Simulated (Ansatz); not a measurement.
CH$_{4}$F$_{2}$Si$_{2}$. Total charge 0; spin multiplicity 1. The bonds changed during the relaxation, so this is another structure than the one it started from.

```xyz
9

F    -0.6066    1.0126   -1.9025
Si   -1.5012    0.6999   -0.5763
F    -1.0497    1.9450    0.3735
C    -0.3967   -0.8897    0.2939
Si    1.2748   -0.3440    0.3811
H    -0.9250   -1.0078    1.2373
H    -0.6156   -1.6959   -0.4025
H     2.1234   -0.3335   -0.8276
H     1.6967    0.6136    1.4231
```

**Question.** Give the diagnostics of a CCSD(T)/def2-TZVPP run (frozen core, Ansatz 0.2.0). (Estimate.)

**Answer.** Computed: T1 = 0.0271, largest single amplitude 0.127, largest double 0.145, (T) share of the correlation energy 3.8 %, 12 CCSD cycles. The RHF solution is unstable towards an unrestricted one. T1 lies over the customary mark of 0.02 for closed shells.
